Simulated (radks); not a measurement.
Charge is removed step by step from the 3s down level of the aluminium ion Al+, starting from [Ne] 3s(up 1, down 1). All-electron calculation, scalar-relativistic Kohn-Sham, r2SCAN, spin-polarised, spherical densities, finite nucleus; meta-GGA in the generalised Kohn-Sham scheme; Fermi nuclear charge, rms radius 3.061 fm. Program: a radial shooting solver on a logarithmic mesh with Libxc functionals.

removed (e)  E - E(0) (eV)  eigenvalue (eV)
0                    0.000          -14.962
0.125                1.928          -15.893
0.25                 3.973          -16.811
0.375                6.130          -17.708
0.5                  8.398          -18.571
0.625               10.770          -19.378
0.75                13.239          -20.098
0.875               15.790          -20.708

The mean slope of the eigenvalue, de/dn, is 6.57 eV per electron.
